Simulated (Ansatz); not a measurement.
Geometry optimisation, Ansatz, RKS revPBE/def2-SVP.

Input file:

```yaml
crystal:
  periodic: [false, false, false]
  atoms:
    - { symbol: Si, position_ang: [-0.146773, 0.113955, 0.030253] }
    - { symbol: O, position_ang: [-0.250706, -0.07489, 1.688118] }
    - { symbol: H, position_ang: [-0.872348, 0.567077, 2.082307] }
    - { symbol: F, position_ang: [1.341865, 0.465799, -0.480507] }
    - { symbol: F, position_ang: [-1.090005, 1.38146, -0.36533] }
    - { symbol: F, position_ang: [-0.736977, -1.157265, -0.779551] }
    - { symbol: S, position_ang: [1.668264, -2.539769, 1.02464] }
    - { symbol: H, position_ang: [0.550995, -3.30392, 0.879047] }
    - { symbol: H, position_ang: [1.083585, -1.808547, 2.045424] }
basis:
  gaussian: { orbitals: def2-SVP }
hamiltonian:
  xc: revpbe
relax:
  f_tol: 0.03
  max_steps: 50
output:
  orbitals: {}
```

Command:

```bash
$ ansatz run input.yaml --threads 2 --pin off --max-ram 3072MiB --backend cpu --events-out ev --progress --plain --runs-dir out
```

Q: Where does it end, and by what steps?

A: It converged. The force dipped under the threshold on the way, but the program's further checks kept it going. After 16 steps the energy has fallen by 0.090 eV; S7 moved furthest, 0.60 Å.

```csv
step,energy less start (eV),largest force component (eV/Å),accepted
0,0.0000,0.456,yes
1,-0.0517,0.339,yes
2,0.0148,2.256,no
3,-0.0728,0.155,yes
4,-0.0810,0.088,yes
5,-0.0849,0.134,yes
6,-0.0859,0.129,yes
7,-0.0859,0.137,yes
8,-0.0695,0.796,no
9,-0.0877,0.059,yes
10,-0.0872,0.274,no
11,-0.0889,0.023,yes
12,-0.0895,0.054,yes
13,-0.0897,0.080,yes
14,-0.0900,0.062,yes
15,-0.0903,0.032,yes
16,-0.0904,0.016,yes
```

```xyz
9
Properties=species:S:1:pos:R:3
Si -0.247 0.270 -0.014
O -0.229 0.138 1.631
H -0.793 0.773 2.105
F 1.203 0.669 -0.597
F -1.311 1.404 -0.474
F -0.681 -1.135 -0.688
S 1.809 -3.009 1.375
H 0.721 -3.269 0.600
H 1.076 -2.197 2.186
```

Whether the end is a true minimum wasn't checked by a vibrational analysis.

Run time: 38 s on 2 threads of Arm Neoverse V1 (shared host), peak memory 0.15 GiB.
